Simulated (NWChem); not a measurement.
BHCl cation

```xyz
3

B      0.0000     0.0000    -1.0919
Cl     0.0000     0.0000     0.5077
H      0.0000     0.0000    -2.2675
```
Atoms are numbered in this order, from 1.

Results from NWChem. Geometry: optimised at B3LYP/6-31G* (spherical d). Atomic charges in e: unrestrained fits to the electrostatic potential beside Mulliken populations; the two definitions need not agree.

**Question.** Estimate the computed values for B3LYP/def2-SVP. Quantities: ESP B1; Mulliken B1; ESP Cl2; Mulliken Cl2; relative RMS misfit of the potential (%).

**Answer.** 
```
Quantity                                  Result
----------------------------------------  ------
ESP B1                                      0.44
Mulliken B1                                 0.34
ESP Cl2                                     0.40
Mulliken Cl2                                0.46
relative RMS misfit of the potential (%)       2
```
